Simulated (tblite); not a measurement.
A geometry optimisation, step by step.

Compound: C₄H₆F₂O₂Si.
Atom-mapped SMILES: `[O:1]=[C:2]([OH:3])[C@@H:4]([SiH3:5])/[C:6]([F:7])=[CH:8]\[F:9]` (hydrogens: H10 on O3; H11 on C4; H12, H13, H14 on Si5; H15 on C8)

Computed with GFN2-xTB (tblite), gas phase: L-BFGS steps from a force-field or distance-geometry start until the largest atomic force falls under 0.01 eV/Å. 12 of its 125 geometries are shown.

Step 0: E = -840.9365 eV, largest atomic force 5.988 eV/Å
```
atom  x, y, z in Å  |  force x, y, z in eV/Å
O1     -1.806    0.473    1.983    1.505   0.749  -3.852
C2     -1.179    0.580    0.875   -3.445   0.534   4.868
O3     -1.527    1.518   -0.039    0.332  -0.250  -0.241
C4     -0.045   -0.377    0.691    0.080   0.584   0.706
Si5    -0.486   -1.362   -0.827   -0.615  -0.639  -1.663
C6      1.171    0.423    0.529    0.894   0.059  -0.407
F7      1.552    1.272    1.538   -0.367  -0.583  -0.517
C8      1.965    0.404   -0.538    0.425   0.399   0.017
F9      1.729   -0.386   -1.624    0.564   0.820   0.711
H10    -2.294    2.178    0.059    1.256  -1.632   0.716
H11     0.017   -1.019    1.613   -0.164   0.740  -0.704
H12     0.534   -2.342   -1.203   -0.206  -0.094   0.275
H13    -0.710   -0.388   -1.921   -0.016  -0.262   0.242
H14    -1.776   -2.009   -0.570    0.069  -0.017   0.155
H15     2.851    1.043   -0.588   -0.312  -0.405  -0.307
```

Step 11: E = -841.7604 eV, largest atomic force 0.227 eV/Å
```
atom  x, y, z in Å  |  force x, y, z in eV/Å
O1     -1.930    0.563    1.934    0.041  -0.098  -0.086
C2     -1.224    0.587    0.963    0.057  -0.025   0.074
O3     -1.424    1.455   -0.044    0.001  -0.025   0.072
C4     -0.073   -0.339    0.681   -0.054  -0.047  -0.101
Si5    -0.564   -1.361   -0.887   -0.009  -0.020   0.130
C6      1.173    0.444    0.476   -0.049  -0.141   0.160
F7      1.504    1.228    1.530    0.026   0.081   0.000
C8      2.018    0.461   -0.541    0.043   0.007  -0.046
F9      1.835   -0.294   -1.635   -0.017   0.022  -0.054
H10    -2.188    2.014    0.170    0.026   0.058  -0.066
H11     0.042   -0.985    1.564    0.042   0.137  -0.176
H12     0.466   -2.364   -1.123    0.018  -0.043   0.041
H13    -0.746   -0.418   -1.978   -0.053  -0.009  -0.072
H14    -1.809   -2.038   -0.536   -0.106   0.017   0.034
H15     2.916    1.054   -0.598    0.034   0.086   0.091
```

Step 23: E = -841.7871 eV, largest atomic force 0.103 eV/Å
```
atom  x, y, z in Å  |  force x, y, z in eV/Å
O1     -1.947    0.483    1.898   -0.057   0.002  -0.006
C2     -1.214    0.569    0.953   -0.032  -0.006  -0.032
O3     -1.384    1.476   -0.023    0.017   0.035  -0.003
C4     -0.062   -0.340    0.650    0.058   0.040   0.018
Si5    -0.602   -1.385   -0.874   -0.003  -0.015  -0.056
C6      1.180    0.450    0.467    0.102   0.009  -0.010
F7      1.497    1.231    1.530   -0.036  -0.001   0.041
C8      2.041    0.497   -0.537   -0.011  -0.010  -0.022
F9      1.872   -0.226   -1.654   -0.031  -0.027  -0.028
H10    -2.151    2.041    0.161    0.009   0.004   0.039
H11     0.072   -0.990    1.519    0.004  -0.010   0.037
H12     0.428   -2.401   -1.061   -0.017  -0.016  -0.010
H13    -0.797   -0.495   -2.011    0.029  -0.016  -0.002
H14    -1.875   -2.000   -0.495    0.013  -0.002   0.024
H15     2.938    1.098   -0.547   -0.044   0.012   0.009
```

Step 34: E = -841.7963 eV, largest atomic force 0.078 eV/Å
```
atom  x, y, z in Å  |  force x, y, z in eV/Å
O1     -2.015    0.406    1.809   -0.042  -0.036  -0.013
C2     -1.219    0.556    0.923    0.011   0.047   0.061
O3     -1.327    1.537    0.014    0.010   0.010  -0.007
C4     -0.049   -0.339    0.644   -0.014   0.001   0.027
Si5    -0.597   -1.404   -0.866   -0.020  -0.042  -0.033
C6      1.190    0.456    0.474    0.010   0.013  -0.008
F7      1.503    1.223    1.547   -0.010   0.019   0.028
C8      2.035    0.521   -0.541   -0.016   0.007  -0.036
F9      1.849   -0.204   -1.654   -0.007  -0.026  -0.057
H10    -2.107    2.080    0.207    0.021   0.020  -0.014
H11     0.075   -0.980    1.521   -0.006  -0.034   0.018
H12     0.395   -2.458   -1.055    0.016   0.030   0.028
H13    -0.775   -0.553   -2.037    0.005   0.007   0.039
H14    -1.879   -1.972   -0.440    0.016  -0.016  -0.032
H15     2.917    1.141   -0.568    0.027   0.000  -0.001
```

Step 45: E = -841.8069 eV, largest atomic force 0.074 eV/Å
```
atom  x, y, z in Å  |  force x, y, z in eV/Å
O1     -2.127    0.316    1.683    0.044   0.000  -0.059
C2     -1.235    0.545    0.913    0.013   0.015   0.037
O3     -1.232    1.615    0.101   -0.004   0.002  -0.023
C4     -0.053   -0.341    0.660    0.004  -0.004  -0.009
Si5    -0.590   -1.427   -0.844    0.009  -0.004   0.016
C6      1.184    0.457    0.468   -0.025   0.006   0.008
F7      1.511    1.224    1.537    0.007  -0.010   0.004
C8      2.006    0.532   -0.567   -0.020   0.006  -0.014
F9      1.802   -0.188   -1.681    0.010  -0.013   0.003
H10    -2.028    2.150    0.240    0.006   0.004   0.037
H11     0.073   -0.983    1.537   -0.020   0.026  -0.004
H12     0.416   -2.469   -1.003    0.045  -0.005   0.003
H13    -0.744   -0.572   -2.013   -0.046   0.005  -0.011
H14    -1.871   -2.005   -0.440   -0.010  -0.014  -0.009
H15     2.885    1.156   -0.613   -0.013  -0.014   0.022
```

Step 56: E = -841.8115 eV, largest atomic force 0.061 eV/Å
```
atom  x, y, z in Å  |  force x, y, z in eV/Å
O1     -2.187    0.274    1.575    0.005   0.004   0.002
C2     -1.241    0.546    0.885    0.000   0.023   0.008
O3     -1.177    1.672    0.158    0.005   0.020  -0.003
C4     -0.059   -0.342    0.658    0.003   0.038   0.009
Si5    -0.583   -1.453   -0.833    0.010   0.006   0.003
C6      1.180    0.451    0.463   -0.010   0.028   0.007
F7      1.520    1.210    1.533   -0.008  -0.004   0.026
C8      1.988    0.541   -0.582   -0.009  -0.043   0.026
F9      1.774   -0.185   -1.692    0.030   0.037  -0.024
H10    -1.969    2.211    0.305   -0.004   0.003  -0.005
H11     0.050   -0.965    1.550    0.011  -0.013  -0.028
H12     0.463   -2.459   -0.972    0.013  -0.016  -0.026
H13    -0.777   -0.604   -2.002   -0.005  -0.007  -0.018
H14    -1.854   -2.055   -0.438   -0.001  -0.034   0.029
H15     2.866    1.167   -0.630   -0.042  -0.043  -0.007
```

Step 68: E = -841.8172 eV, largest atomic force 0.033 eV/Å
```
atom  x, y, z in Å  |  force x, y, z in eV/Å
O1     -2.240    0.280    1.485   -0.018  -0.022   0.016
C2     -1.256    0.575    0.860    0.018  -0.007  -0.025
O3     -1.133    1.747    0.220    0.002  -0.005  -0.013
C4     -0.082   -0.327    0.638   -0.007   0.006   0.011
Si5    -0.575   -1.485   -0.830   -0.008   0.013   0.012
C6      1.169    0.448    0.459   -0.003  -0.003   0.010
F7      1.524    1.175    1.546    0.002  -0.003   0.012
C8      1.980    0.536   -0.583    0.002   0.000  -0.007
F9      1.751   -0.153   -1.712   -0.016   0.018  -0.019
H10    -1.923    2.291    0.369    0.015  -0.001  -0.011
H11     0.015   -0.951    1.531   -0.007   0.008   0.012
H12     0.525   -2.429   -0.995    0.007  -0.008  -0.006
H13    -0.844   -0.672   -2.010    0.001   0.002  -0.002
H14    -1.786   -2.170   -0.382    0.002   0.005   0.007
H15     2.870    1.143   -0.619    0.011  -0.003   0.002
```

Step 79: E = -841.8195 eV, largest atomic force 0.051 eV/Å
```
atom  x, y, z in Å  |  force x, y, z in eV/Å
O1     -2.282    0.281    1.395   -0.005  -0.009   0.006
C2     -1.267    0.584    0.826    0.019   0.002   0.018
O3     -1.099    1.775    0.234    0.017   0.038   0.006
C4     -0.091   -0.322    0.638   -0.020  -0.022  -0.005
Si5    -0.569   -1.508   -0.812    0.011   0.011   0.003
C6      1.169    0.438    0.467   -0.018  -0.024   0.026
F7      1.558    1.113    1.575    0.023  -0.023   0.017
C8      1.964    0.547   -0.586   -0.002   0.010  -0.012
F9      1.687   -0.075   -1.744    0.001  -0.003  -0.001
H10    -1.875    2.336    0.385   -0.020  -0.008  -0.041
H11    -0.013   -0.931    1.543    0.007   0.010   0.006
H12     0.568   -2.399   -1.009    0.017  -0.032   0.014
H13    -0.889   -0.718   -1.992   -0.020   0.031  -0.035
H14    -1.740   -2.236   -0.332   -0.008  -0.008   0.011
H15     2.875    1.123   -0.611   -0.002   0.026  -0.012
```

Step 90: E = -841.8307 eV, largest atomic force 0.278 eV/Å
```
atom  x, y, z in Å  |  force x, y, z in eV/Å
O1     -2.342    0.325    1.183    0.113   0.024  -0.054
C2     -1.261    0.624    0.741   -0.088  -0.066   0.098
O3     -1.014    1.821    0.198   -0.029   0.032  -0.058
C4     -0.100   -0.317    0.676    0.029   0.026   0.036
Si5    -0.554   -1.541   -0.755    0.008  -0.015   0.016
C6      1.211    0.357    0.526    0.055   0.076  -0.008
F7      1.776    0.755    1.697   -0.081  -0.067  -0.232
C8      1.895    0.617   -0.581   -0.095  -0.064  -0.016
F9      1.435    0.240   -1.793    0.049   0.076   0.263
H10    -1.821    2.362    0.216    0.068   0.000   0.007
H11    -0.096   -0.880    1.614    0.007  -0.006  -0.038
H12     0.661   -2.310   -1.011   -0.021   0.013  -0.016
H13    -1.030   -0.783   -1.908    0.022  -0.029   0.012
H14    -1.611   -2.386   -0.205    0.000   0.008  -0.011
H15     2.846    1.125   -0.620   -0.037  -0.007   0.000
```

Step 101: E = -841.8363 eV, largest atomic force 0.029 eV/Å
```
atom  x, y, z in Å  |  force x, y, z in eV/Å
O1     -2.355    0.359    1.105    0.002   0.015   0.016
C2     -1.255    0.639    0.704   -0.020   0.008  -0.002
O3     -0.971    1.824    0.150    0.024  -0.002  -0.004
C4     -0.107   -0.316    0.696    0.005  -0.009  -0.005
Si5    -0.548   -1.563   -0.722    0.002  -0.004  -0.028
C6      1.219    0.322    0.548    0.007   0.008   0.000
F7      1.861    0.573    1.712   -0.009   0.010   0.012
C8      1.853    0.659   -0.565    0.001  -0.010  -0.004
F9      1.304    0.415   -1.766   -0.010   0.008  -0.008
H10    -1.763    2.384    0.136    0.006   0.003  -0.002
H11    -0.130   -0.861    1.641    0.002  -0.017   0.018
H12     0.695   -2.264   -1.028    0.018  -0.014   0.000
H13    -1.082   -0.839   -1.868    0.002   0.000  -0.002
H14    -1.547   -2.457   -0.148   -0.024  -0.015   0.007
H15     2.821    1.131   -0.616   -0.005   0.019   0.002
```

Step 113: E = -841.8385 eV, largest atomic force 0.027 eV/Å
```
atom  x, y, z in Å  |  force x, y, z in eV/Å
O1     -2.335    0.388    1.158   -0.018  -0.008   0.019
C2     -1.244    0.637    0.717    0.004  -0.001  -0.012
O3     -0.955    1.803    0.125    0.000   0.004  -0.007
C4     -0.107   -0.332    0.696   -0.004   0.003  -0.004
Si5    -0.550   -1.569   -0.730   -0.002   0.005   0.001
C6      1.214    0.319    0.550    0.000  -0.003  -0.005
F7      1.844    0.592    1.716    0.001  -0.006   0.005
C8      1.843    0.670   -0.562    0.002   0.004   0.005
F9      1.302    0.415   -1.765    0.003  -0.001  -0.005
H10    -1.738    2.376    0.118    0.005   0.001   0.002
H11    -0.127   -0.885    1.638    0.003   0.005  -0.001
H12     0.685   -2.294   -1.019    0.004  -0.001   0.003
H13    -1.058   -0.839   -1.884    0.001   0.002   0.000
H14    -1.576   -2.445   -0.170    0.003   0.000   0.000
H15     2.796    1.171   -0.610   -0.001  -0.003  -0.002
```

Step 124: E = -841.8388 eV, largest atomic force 0.009 eV/Å
```
atom  x, y, z in Å  |  force x, y, z in eV/Å
O1     -2.323    0.401    1.204   -0.008  -0.001   0.003
C2     -1.245    0.637    0.726    0.004   0.000   0.003
O3     -0.970    1.788    0.097    0.006   0.000  -0.001
C4     -0.108   -0.333    0.696    0.002   0.003   0.000
Si5    -0.550   -1.563   -0.735   -0.001  -0.004   0.004
C6      1.213    0.318    0.550    0.002  -0.004   0.001
F7      1.841    0.589    1.718    0.002   0.003   0.000
C8      1.846    0.669   -0.560    0.001   0.003   0.005
F9      1.312    0.413   -1.766   -0.002   0.000  -0.001
H10    -1.748    2.367    0.101   -0.002  -0.006   0.001
H11    -0.124   -0.889    1.636   -0.003   0.007  -0.003
H12     0.683   -2.293   -1.019    0.000   0.003  -0.001
H13    -1.052   -0.826   -1.887   -0.001  -0.001  -0.006
H14    -1.580   -2.438   -0.180   -0.002   0.000  -0.002
H15     2.800    1.169   -0.603    0.002  -0.003  -0.001
```

**Question.** Summarise the path.

**Answer.** The energy falls by 87.06 kJ/mol from step 0 to step 124; nine tenths of that is first reached at step 9. It rises by more than 0.2 meV at step 90. The largest force goes from 5.988 to 0.009 eV/Å. Among the bonds C4–Si5 changes most (a near tie, within 0.001 Å, with another), from 1.862 to 1.938 Å; the atoms move by 0.517 Å rms after alignment.

**Question.** Follow the three bonds and two angles with the largest change from start to end.

**Answer.** 
```csv
step,E above end (kJ/mol),largest force (eV/Å),C4–Si5 (Å),O1=C2 (Å),O3–H10 (Å),C2–O3–H10 (°),O3–C2–C4 (°)
0,87.06,5.988,1.862,1.278,1.017,125.3,123.7
5,13.17,0.478,1.941,1.201,0.969,112.0,111.5
11,7.56,0.227,1.935,1.201,0.970,108.9,111.8
16,5.81,0.179,1.924,1.199,0.970,110.1,111.4
22,5.07,0.095,1.927,1.199,0.969,110.7,111.1
27,4.66,0.083,1.930,1.200,0.970,110.4,111.3
32,4.21,0.054,1.930,1.200,0.970,109.8,111.9
38,3.72,0.087,1.933,1.201,0.969,110.0,111.6
43,3.24,0.101,1.931,1.201,0.970,110.8,111.5
49,2.87,0.044,1.932,1.201,0.970,110.2,111.8
54,2.72,0.048,1.933,1.201,0.969,110.0,112.0
59,2.43,0.063,1.933,1.201,0.970,110.2,112.5
65,2.13,0.094,1.933,1.203,0.970,110.0,112.5
70,2.05,0.043,1.935,1.202,0.970,110.2,112.5
75,1.98,0.042,1.931,1.202,0.970,110.3,112.4
81,1.70,0.122,1.936,1.202,0.970,110.1,112.7
86,1.14,0.090,1.936,1.202,0.970,110.0,112.9
92,0.55,0.050,1.936,1.203,0.970,109.9,113.5
97,0.32,0.031,1.940,1.203,0.970,109.9,113.5
102,0.21,0.089,1.938,1.203,0.970,110.1,113.5
108,0.09,0.034,1.938,1.203,0.970,110.2,113.2
113,0.03,0.027,1.939,1.202,0.970,110.1,113.2
119,0.01,0.018,1.939,1.203,0.970,110.2,113.0
124,0.00,0.009,1.938,1.202,0.970,110.2,113.1
```

What follows is the cost of the whole relaxation. Hardware: an Arm Neoverse N1 with one thread, shared host with 64 logical CPUs at a one-minute load of 56. Cost: 1.4 s wall.
